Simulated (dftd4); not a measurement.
trans-ethylamine (C2H7N), singlet, geometry from GFN2-xTB; D4 for pbe run with dftd4.

dftd4 was given this input:
```
$ dftd4 mol.xyz --func pbe --charge 0 --json dftd4.json --noedisp

# file mol.xyz
10

C      1.21347580    -0.33489211    -0.00053948
C     -0.01511352     0.57959694    -0.00065065
N     -1.29044637    -0.11469946     0.00111158
H      2.12582993     0.25587901    -0.00190763
H      1.21478843    -0.97056086     0.88382899
H      1.21344556    -0.97257980    -0.88345425
H      0.00625613     1.22117055    -0.88594093
H      0.00760037     1.22319154     0.88313798
H     -1.36186295    -0.71028181     0.82013011
H     -1.36310650    -0.71215141    -0.81643455
```

Output, abridged:

```
                    ____  _____ _____     ____  _  _
      -------------|  _ \|  ___|_   _|---|  _ \| || |------------
     |             | | | | |_    | | ___ | | | | || |_           |
     |             | |_| |  _|   | ||___|| |_| |__   _|          |
     |             |____/|_|     |_|     |____/   |_|            |
     |             ===================================           |
     |            E. Caldeweyher, S. Ehlert & S. Grimme          |
     |          Mulliken Center for Theoretical Chemistry        |
     |                    University of Bonn                     |
      -----------------------------------------------------------

Rational (Becke-Johnson) damping: pbe-D4-ATM
---------------------
  s6         1.0000
  s8         0.9595
  s9         1.0000
  a1         0.3857
  a2         4.8069
 alp        16.0000
--------------------

Dispersion energy:      -4.4860891256306E-03 Eh

[Info] JSON dump of results written to 'dftd4.json'
```
